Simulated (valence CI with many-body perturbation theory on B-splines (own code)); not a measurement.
The numbers below are computed, except where a source is named.
## Level structure of Nb XXVIII

Level of theory: valence CI with perturbative core correlation (CI+MBPT): four valence electrons over a frozen Dirac-Fock core [Ne], radial functions for each j: 11 s, 11 p, 10 d, 8 f, 5 g, 2 h, with the one-electron correlation potential Σ1, the two-electron term Σ2, the three-electron term Σ3, Breit, model QED; selected CI, second order for the rest, scaled by the run's own slope (own B-spline code, finite nucleus).

No measured spectrum was set against this ion. As an estimate, large intervals hold to a few tenths of a per cent, small ones and those within an open d or f shell to about a per cent. Among the levels kept, up to 710 cm⁻¹ of a level comes from second order outside the variational space, and about a tenth of that is noise between levels of different J, which matters for small intervals.

Levels 136 to 175 of 175, with energies above the lowest level, 3s²3p² ³P_0. "Leading %" is the weight of the configuration and term that name the level; weights of strongly mixed levels are sums over their largest components and can fall short. In the jj column 3d3/2^4 stands for four electrons in 3d with j = 3/2.

| No. | Configuration | Term | J | E (eV) | Leading % | g | Leading jj |
| --- | --- | --- | --- | --- | --- | --- | --- |
| 136 | 3s3p3d² | ⁵P° | 1 | 327.13 | 43 | 1.989 | 3s 3p1/2 3d3/2 3d5/2 (23 %) |
| 137 | 3p³3d | ³D° | 3 | 327.64 | 27 | 1.154 | 3p1/2 3p3/2^2 3d3/2 (28 %) |
| 138 | 3s3p3d² | ⁵G° | 6 | 330.15 | 99 | 1.330 | 3s 3p3/2 3d5/2^2 (73 %) |
| 139 | 3s3p3d² | ⁵D° | 3 | 330.17 | 26 | 1.292 | 3p1/2 3p3/2^2 3d5/2 (42 %) |
| 140 | 3s3p3d² | ⁵P° | 2 | 330.26 | 54 | 1.750 | 3s 3p1/2 3d3/2 3d5/2 (50 %) |
| 141 | 3p³3d | ³F° | 2 | 331.49 | 40 | 0.768 | 3p1/2 3p3/2^2 3d3/2 (38 %) |
| 142 | 3s3p3d² | ³H° | 4 | 331.99 | 76 | 0.861 | 3s 3p1/2 3d3/2 3d5/2 (73 %) |
| 143 | 3p³3d | ¹D° | 2 | 334.22 | 19 | 1.139 | 3p1/2 3p3/2^2 3d5/2 (40 %) |
| 144 | 3s3p3d² | ⁵F° | 5 | 335.19 | 46 | 1.277 | 3s 3p3/2 3d3/2 3d5/2 (38 %) |
| 145 | 3s3p3d² | ³F° | 3 | 335.80 | 28 | 1.130 | 3p1/2 3p3/2^2 3d3/2 (22 %) |
| 146 | 3s3p3d² | ³D° | 1 | 336.48 | 47 | 0.712 | 3s 3p1/2 3d5/2^2 (23 %) |
| 147 | 3s3p3d² | ⁵F° | 4 | 336.67 | 48 | 1.339 | 3s 3p3/2 3d3/2 3d5/2 (73 %) |
| 148 | 3p³3d | ³P° | 0 | 336.72 | 47 |  | 3p3/2^3 3d3/2 (51 %) |
| 149 | 3s3p3d² | ³H° | 5 | 337.17 | 50 | 1.163 | 3s 3p1/2 3d3/2 3d5/2 (31 %) |
| 150 | 3p³3d | ³P° | 2 | 338.23 | 30 | 1.351 | 3p3/2^3 3d5/2 (49 %) |
| 151 | 3p³3d | ³F° | 4 | 338.42 | 26 | 1.189 | 3p3/2^3 3d5/2 (45 %) |
| 152 | 3p³3d | ³P° | 1 | 338.43 | 27 | 1.322 | 3s 3p3/2 3d3/2^2 (28 %) |
| 153 | 3s3p3d² | ⁵D° | 3 | 338.50 | 26 | 1.223 | 3s 3p3/2 3d3/2 3d5/2 (44 %) |
| 154 | 3s3p3d² | ⁵D° | 3 | 339.43 | 27 | 1.157 | 3s 3p3/2 3d3/2 3d5/2 (34 %) |
| 155 | 3s3p3d² | ⁵D° | 2 | 339.82 | 75 | 1.375 | 3s 3p3/2 3d3/2^2 (48 %) |
| 156 | 3s3p3d² | ⁵D° | 1 | 340.24 | 52 | 1.177 | 3s 3p3/2 3d3/2^2 (36 %) |
| 157 | 3s3p3d² | ³G° | 3 | 340.80 | 66 | 0.874 | 3s 3p1/2 3d3/2 3d5/2 (33 %) |
| 158 | 3s3p3d² | ⁵D° | 0 | 340.86 | 84 |  | 3s 3p3/2 3d3/2^2 (45 %) |
| 159 | 3s3p3d² | ⁵D° | 4 | 341.41 | 38 | 1.270 | 3s 3p3/2 3d3/2 3d5/2 (24 %) |
| 160 | 3s3p3d² | ³D° | 2 | 341.51 | 26 | 1.246 | 3p1/2 3p3/2^2 3d5/2 (31 %) |
| 161 | 3p³3d | ³D° | 1 | 341.73 | 38 | 0.890 | 3s 3p3/2 3d3/2 3d5/2 (29 %) |
| 162 | 3s3p3d² | ⁵P° | 3 | 341.74 | 42 | 1.463 | 3s 3p3/2 3d3/2 3d5/2 (66 %) |
| 163 | 3s3p3d² | ⁵D° | 4 | 342.48 | 58 | 1.366 | 3s 3p3/2 3d3/2 3d5/2 (40 %) |
| 164 | 3s3p3d² | ³G° | 3 | 344.06 | 12 | 1.125 | 3s 3p3/2 3d3/2 3d5/2 (25 %) |
| 165 | 3s3p3d² | ³G° | 4 | 345.53 | 43 | 1.083 | 3s 3p1/2 3d5/2^2 (41 %) |
| 166 | 3s3p3d² | ³F° | 4 | 346.20 | 67 | 1.239 | 3s 3p3/2 3d5/2^2 (54 %) |
| 167 | 3p³3d | ¹F° | 3 | 346.58 | 21 | 1.184 | 3s 3p3/2 3d5/2^2 (41 %) |
| 168 | 3s3p3d² | ⁵S° | 2 | 347.45 | 68 | 1.885 | 3s 3p3/2 3d3/2 3d5/2 (44 %) |
| 169 | 3s3p3d² | ³P° | 0 | 347.50 | 43 |  | 3s 3p1/2 3d3/2 3d5/2 (40 %) |
| 170 | 3s3p3d² | ³S° | 1 | 348.50 | 38 | 1.664 | 3s 3p3/2 3d3/2 3d5/2 (48 %) |
| 171 | 3s3p3d² | ³D° | 2 | 348.99 | 26 | 1.154 | 3s 3p3/2 3d3/2 3d5/2 (34 %) |
| 172 | 3s3p3d² | ³D° | 1 | 349.79 | 42 | 0.961 | 3s 3p1/2 3d3/2 3d5/2 (34 %) |
| 173 | 3p³3d | ¹F° | 3 | 349.96 | 22 | 1.155 | 3p3/2^3 3d5/2 (31 %) |
| 174 | 3s3p3d² | ³F° | 2 | 349.99 | 33 | 0.994 | 3s 3p3/2 3d3/2 3d5/2 (21 %) |
| 175 | 3p³3d | ¹D° | 2 | 351.94 | 33 | 1.053 | 3p1/2 3p3/2^2 3d5/2 (25 %) |

Names give the largest LS component (configuration and term), which can be under half, so a name can repeat, a term be missing and a line seem to break the LS rules; names also repeat where a configuration has a term twice.

Where two levels of one J and parity lie close, their mixing, g and order are uncertain.
